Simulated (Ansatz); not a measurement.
`Cl[B@H-]1[Cl+][B@H-](Cl)[Cl+]1`. Total charge 0; spin multiplicity 1.

```tsv
atom	x (Å)	y (Å)	z (Å)
Cl1	1.982	-0.914	1.657
B2	0.659	-1.055	0.497
Cl3	0.936	0.073	-1.085
B4	-0.659	1.054	-0.497
Cl5	-1.983	0.931	-1.657
Cl6	-0.943	-0.083	1.077
H7	0.331	-2.135	0.134
H8	-0.322	2.128	-0.126
```

**Question.** Give the diagnostics of a CCSD(T)/def2-TZVPP run (frozen core, Ansatz). (Estimate.)

**Answer.** Ansatz gave: T1 = 0.0099, largest single amplitude 0.018, largest double 0.020, (T) share of the correlation energy 4.5 %, 8 CCSD cycles. The RHF solution is stable towards an unrestricted one. T1 lies under the customary mark of 0.02 for closed shells.
